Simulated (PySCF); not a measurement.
BF₃, SMILES F[B-](F)F, charge -1, multiplicity 2.

Geometry optimised at B3LYP-D3(BJ)/def2-SVPD.

Two levels are set side by side: PBE/def2-TZVPD (PySCF) and M06-2X/def2-TZVPD (PySCF). Same geometry, gas phase. Differences are taken from unrounded values.

```csv
quantity,M06-2X,PBE,PBE minus M06-2X
α-spin orbital gap (eV),4.79,1.92,-2.86
β-spin orbital gap (eV),10.24,6.50,-3.74
mean polarisability (bohr³),47.0,72.2,25.2
```

Loosely held outer electrons make PBE densities more polarisable. Differences between two approximate levels are no errors against the true value.

Rough cost on one machine, each run with all the roots and properties that it gave: M06-2X against PBE within a factor of 2.
